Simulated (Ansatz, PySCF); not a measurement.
System: trifluoroacetic acid, C2HF3O2, charge 0, multiplicity 1. SMILES: O=C(O)C(F)(F)F
Coordinates optimised at B3LYP-D3(BJ)/def2-TZVP (Ansatz, a program for electronic structure):
```xyz
8

O      1.5738    -0.8797     0.3925
C      0.9301     0.2182    -0.0117
O      1.4257     1.2579    -0.3227
C     -0.5979    -0.0420    -0.0249
F     -1.0263    -0.3704     1.2030
F     -1.2494     1.0441    -0.4257
F     -0.8926    -1.0508    -0.8583
H      2.5259    -0.6890     0.3912
```

Property: atomisation energy (electronic, to ground-state atoms), in kcal/mol. Correlated levels leave the core frozen unless marked. UHF or UKS for open shells. Spin-orbit coupling is left out. Non-relativistic. The coupled-cluster limit lacks core correlation, which all-electron functionals hold. Basis-set limits of correlation are two-point, X^-3; Hartree-Fock from the larger set. [CCSD(T)-MP2]/basis is that difference in the basis named.

| level | program | atomisation energy (kcal/mol) | minus last row |
|---|---|---|---|
| PBE-D3(BJ)/def2-TZVPD | Ansatz + dftd3 | 880.5 | 47.2 |
| PBE0-D3(BJ)/def2-TZVPD | Ansatz + dftd3 | 837.6 | 4.3 |
| TPSSh/def2-TZVPD | PySCF | 814.8 | -18.5 |
| r2SCANh/def2-TZVPD | Ansatz | 826.2 | -7.1 |
| r2SCAN0-D4/def2-TZVPD | Ansatz + dftd4 | 806.3 | -27.0 |
| HSE06/def2-TZVPD | Ansatz | 836.6 | 3.3 |
| wB97X/def2-TZVPD | Ansatz | 832.6 | -0.7 |
| B2GP-PLYP-D4/def2-TZVPD | Ansatz + dftd4 | 821.0 | -12.3 |
| B2PLYP/def2-TZVPD | Ansatz | 822.5 | -10.8 |
| PBE-QIDH/def2-TZVPD | Ansatz | 825.2 | -8.1 |
| MP2/STO-3G | Ansatz | 604.6 | -228.7 |
| RI-MP2/CBS(cc-pVTZ,cc-pVQZ) | Ansatz | 878.3 | 45.0 |
| CCSD(T)/cc-pVTZ | Ansatz | 806.2 | -27.1 |
| RI-MP2/CBS(aug-cc-pVTZ,aug-cc-pVQZ)+[CCSD(T)-MP2]/aug-cc-pVDZ | Ansatz | 832.8 | -0.5 |
| RI-MP2/CBS(cc-pVTZ,cc-pVQZ)+[CCSD(T)-MP2]/cc-pVTZ | Ansatz | 833.3 | 0.0 |
